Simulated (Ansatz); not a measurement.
**Which method gave which barrier?**

Saddle point of Si2PH9O, singlet (Si₂H₆O ([SiH3][O][SiH3]) + PH₃ → Si₂PH₇O ([SiH3][O][SiH2][PH2]) + H₂; bonds formed: Si1–P8, H2–H7; bonds broken: Si1–H2, H7–P8), PBE0-D4/def2-TZVP structure:

| atom | x (Å) | y (Å) | z (Å) |
| --- | --- | --- | --- |
| Si1 | -0.7792 | 0.8600 | 0.0983 |
| H2 | 1.0173 | 0.3927 | -0.1648 |
| O3 | -0.9219 | -0.4544 | 1.0838 |
| Si4 | 0.1965 | -1.4959 | 1.6945 |
| H5 | -2.2200 | 1.0977 | -0.2041 |
| H6 | -0.2368 | 2.1114 | 0.6881 |
| H7 | 1.3911 | 0.9727 | -1.1857 |
| P8 | 0.1216 | 0.9881 | -2.0329 |
| H9 | 1.2498 | -0.7817 | 2.4620 |
| H10 | -0.5301 | -2.4184 | 2.6012 |
| H11 | 0.8381 | -2.2824 | 0.6082 |
| H12 | -0.4145 | 1.3874 | -3.3182 |
| H13 | 0.2882 | -0.3773 | -2.3302 |

Program: Ansatz 0.2.0. Basis: def2-TZVPP, with def2-QZVPP for the basis limit. Cores are frozen in the correlated methods. Extrapolation: Hartree–Fock as exp(−7.88 √X), correlation as X^−2.97. Four methods, as single points on the PBE0-D4 structures, gave these electronic barriers from the start structure: 2.002, 2.258, 2.658, 3.595 eV.

(1) The methods were, in alphabetical order, CCSD(T), HF, PBE-D4, PBE0-D4. Which gave which? (Judge from chemistry; the calculation decides.)

No T1 diagnostic of these runs exceeds 0.015.

## Answers

(1) By the calculation: PBE-D4 2.002; PBE0-D4 2.258; CCSD(T) 2.658; HF 3.595 eV. For comparison, CCSD(T) at an estimated basis limit (MP2 extrapolated from triple and quadruple zeta, plus CCSD(T) − MP2 in triple zeta) gives 2.584 eV.

Labels in which every atom is bracketed show which atoms are joined, not bond orders.

For scale, one of the runs: CCSD(T)/def2-TZVPP, 283 basis functions, launched by `ansatz run in.yaml --threads 8 --pin off --events-out ev --progress --plain --max-ram 19148MiB`. Time: 86 s of wall clock on 8 CPU threads of an Arm Neoverse V2; the host was shared. Peak host memory: 7.6 GiB.
